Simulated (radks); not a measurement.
The numbers below are computed, except where a source is named.
Question: The mean radii <r> (bohr) of the occupied orbitals of an atom or ion are listed with their occupations. Level of theory: Dirac Kohn-Sham, PBEsol, spin-unpolarised, spherical densities, point nucleus (a radial shooting solver on a logarithmic mesh with Libxc functionals).

orbital  occ.     <r>
1s1/2       2  0.2301
2s1/2       2   1.248
2p1/2       2   1.277
6p1/2       1   37.24

Name the element and its charge. Open shells, if any, fill j = l - 1/2 first.

Answer: Z = 7, nitrogen, charge 0: N in [He] 2s2 2p2 6p1. The 1s radius gives Z: for a bare nucleus <r> = (2 gamma + 1)/(2Z) with gamma = sqrt(1 - (Z/c)^2), 0.2141 bohr for Z = 7, and screening makes it slightly larger (0.2301 here). The occupations add up to 7, and the charge is Z minus that.
